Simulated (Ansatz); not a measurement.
Ideal-gas functions of `[F][Mg][O][SiH3]` at 298.15 K and 1 bar, from an Ansatz frequency run at PBE0-D4/def2-TZVP.

Molar mass 90.41 g/mol, point group C3v (symmetry number 3), electronic degeneracy 1, moments of inertia 5.852, 366.201, 366.201 u Å². Harmonic wavenumbers (cm⁻¹, unscaled): 60, 60, 163, 163, 411, 734, 734, 788, 958, 958, 998, 1110, 2187, 2187, 2199.

Use S(trans) = R[1.5 ln M + 2.5 ln T − 1.1517]; rotational temperatures θ = 24.2544 K / I; S(rot) = R[ln(√π/σ · √(T³/θAθBθC)) + 1.5]; for each mode x = 1.438777 ν̃/T, S = R[x/(eˣ − 1) − ln(1 − e⁻ˣ)] and H = RT x/(eˣ − 1); 1 cm⁻¹ = 0.0119627 kJ/mol; R = 8.31446 J/(mol·K).

Task: By hand: the entropy, in J/(mol·K).

Result: Translation 165.0. Rotation: θ = 4.1446, 0.0662, 0.0662 K, giving 95.8. Vibration, mode by mode: 18.65, 18.65, 10.52, 10.52, 3.86, 1.12, 1.12, 0.91, 0.46, 0.46, 0.39, 0.25, 0.00, 0.00, 0.00, in all 66.9. Electronic 0.0. Sum 327.7 J/(mol·K).

Task: By hand: H − E and G − E in kJ/mol, counted from the electronic energy.

Result: Zero-point energy ½ × 13710 × 0.0119627 = 82.0; thermal vibration 9.4; translation, rotation and pV give 4 RT = 9.9. H − E = 101.3 kJ/mol, and G − E = 101.3 − 298.15 × 327.7/1000 = 3.6 kJ/mol.

Vibration gives 20 % of the entropy, 37.3 J/(mol·K) of it from the modes under 150 cm⁻¹: soft modes count most, and the harmonic formula is weakest for them. The sum counts one conformer and one mirror image; others add a mixing term.
